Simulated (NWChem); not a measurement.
Lowest excitation of Au₂

```
Au
Au 1 2.5399
```
Charge 0, spin multiplicity 1.

Program: NWChem. The geometry was optimised at PBE0/def2-SVP with def2 effective core potentials on Au, a minimum by its harmonic frequencies.

Basis set: def2-SVPD.

| method | lowest vertical singlet excitation energy (eV) | relative cost | difference from EOM-CCSD |
|---|---|---|---|
| TDA-LDA (SVWN5) | 2.35 | 1 | -0.69 |
| CIS | 3.38 | under 3 | +0.33 |
| TD-PBE | 2.37 | 4 | -0.68 |
| TD-B3LYP | 2.68 | 4 | -0.37 |
| EOM-CCSD | 3.05 | 90 | 0.00 |

The values span 1.03 eV, from TDA-LDA (SVWN5) (lowest) to CIS (highest). The cost column gives rough processor time relative to TDA-LDA (SVWN5); each entry includes its own SCF.

Effective core potentials replace the inner electrons of Au; spin-orbit coupling is left out. The correlated methods keep 8 core orbitals frozen. B3LYP has NWChem's definition, with VWN1-RPA local correlation. The structure started from a generated list of species. No row is a measurement; the coupled-cluster row has its own basis-set and correlation limits.
